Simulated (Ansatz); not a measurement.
Ansatz (a first-principles code) input:

Ansatz 0.2 input:
```yaml
crystal:
  periodic: [false, false, false]
  atoms:
    - {symbol: F, position_ang: [-1.23374170, -1.03391258, -0.99026569]}
    - {symbol: Sn, position_ang: [0.00000000, 0.00000000, 0.00000000]}
    - {symbol: F, position_ang: [0.46246550, 1.54435274, -0.98631649]}
    - {symbol: F, position_ang: [-0.78245155, 0.51224916, 1.64228205]}
    - {symbol: F, position_ang: [1.55372775, -1.02268932, 0.33430014]}
basis:
  gaussian:
    orbitals: def2-TZVPD
hamiltonian:
  xc: {name: wB97M-V}
output: {forces: true}
```

Q: Which total energy does the run end on?

A: -613.84067 Eh (wB97M-V/def2-TZVPD). The basis has 216 functions.
